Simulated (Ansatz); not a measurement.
AlBr$_{2}$HS (`[SH][Al]([Br])[Br]`), 5 atoms. Total charge 0; spin multiplicity 1. Correlated methods include outer-core shells of Br, which these sets cover unevenly. Scalar relativity is left out up to krypton. All runs use 4 threads of an Arm Neoverse V2 on a shared host. Correlated methods freeze the cores.

Q: Give the basis size and wall time and peak host memory of each of these runs in Ansatz. direct RPA on PBE orbitals/def2-TZVPP energy; RHF-MP2/def2-QZVPP energy; RHF-CCSD(T)/def2-SVP energy; RKS PBE0-D4/def2-QZVPP energy; RKS PBE0-D4/def2-SVP energy; RHF-CCSD(T)/def2-TZVPP energy; RKS ωB97X-V/def2-TZVPP energy; RKS r2SCAN0-D4/def2-TZVPP energy; RKS PBE0-D4/def2-TZVP frequencies; RKS r2SCAN-D4/def2-TZVPP energy and forces; RKS SPW92 (LDA)/def2-TZVPP energy; RKS ωB97M-V/def2-SVP energy. (Best estimate.)

A: Computed: Other jobs shared the machine, so times are rough.

| level | job | functions | wall time | peak host memory (GiB) |
| --- | --- | --- | --- | --- |
| RKS SPW92 (LDA)/def2-TZVPP | energy | 194 | 0.85 s | 0.27 |
| RKS PBE0-D4/def2-SVP | energy | 105 | 1.1 s | 0.25 |
| direct RPA on PBE orbitals/def2-TZVPP | energy | 194 | 2.9 s | 0.39 |
| RKS r2SCAN-D4/def2-TZVPP | energy and forces | 194 | 3.9 s | 0.31 |
| RHF-CCSD(T)/def2-SVP | energy | 105 | 4 s | 0.37 |
| RKS ωB97M-V/def2-SVP | energy | 105 | 4.4 s | 0.36 |
| RKS r2SCAN0-D4/def2-TZVPP | energy | 194 | 4.9 s | 0.75 |
| RKS ωB97X-V/def2-TZVPP | energy | 194 | 6.5 s | 0.84 |
| RKS PBE0-D4/def2-QZVPP | energy | 348 | 7 s | 1.6 |
| RHF-MP2/def2-QZVPP | energy | 348 | 11 s | 1.5 |
| RHF-CCSD(T)/def2-TZVPP | energy | 194 | 66 s | 2.2 |
| RKS PBE0-D4/def2-TZVP | frequencies | 176 | 71 s | 0.59 |
